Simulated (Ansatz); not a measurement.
Calculated with Ansatz (gas phase, PBE0-D4/def2-TZVP geometries, no zero-point term in ΔE). CCSD(T)/CBS adds triple-zeta CCSD(T) − MP2 to the extrapolated MP2 energy (def2 sets, frozen cores). This one scheme is used for every species. DFT in def2-TZVPP. One conformer a species, not always the lowest.

Reaction (redistribution): `B[SiH](O)C=O` + `F[SiH2]Cl` → `B[SiH](O)F` + `O=C[SiH2]Cl`

| level | ΔE (eV) |
| --- | --- |
| ωB97X-V | 0.02 |
| MP2/CBS(def2) | 0.02 |

What does CCSD(T)/CBS give? (Best estimate.)

The calculation gave: +0.03 eV. The listed levels differ from it by -0.01, -0.01 eV.

Largest T1 diagnostic among the species: 0.016.

From PBE to PBE0 (25 % exact exchange), in def2-TZVPP and without D4, ΔE moves by −0.03 eV. In def2-TZVPP, CCSD(T) changes the Hartree–Fock value by +0.04 eV (the triples alone add +0.01 eV) and MP2 by +0.03 eV.
